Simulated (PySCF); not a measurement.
A run for PySCF: R-M06-2X/6-31G* on GeH3N (SMILES [NH2][GeH]), a point of a torsion scan.

```python
from pyscf import gto, scf, dft, mp
from pyscf.data.elements import chemcore

mol = gto.M(
    atom='''
    N    -0.62131055   -0.04579643   -0.15394247
    Ge    0.97640277   -0.88147805   -0.33250920
    H    -1.40928269   -0.48236240    0.30117524
    H    -0.73694328    0.95589126   -0.10116424
    H     1.81175760    0.53680268   -0.30455764
    ''',
    basis='6-31g*',
    cart=True,
    charge=0, spin=0, verbose=3, max_memory=1800)
mf = dft.RKS(mol, xc='m062x')
mf.conv_tol = 1e-8
mf.max_cycle = 100
mf.kernel()
if not mf.converged:
    mf = mf.newton().run(mf.mo_coeff, mf.mo_occ)
```

Output:

```
converged SCF energy = -2133.22443460383
```

The calculation finished and met its thresholds.

Cost: very roughly 7 core-seconds.
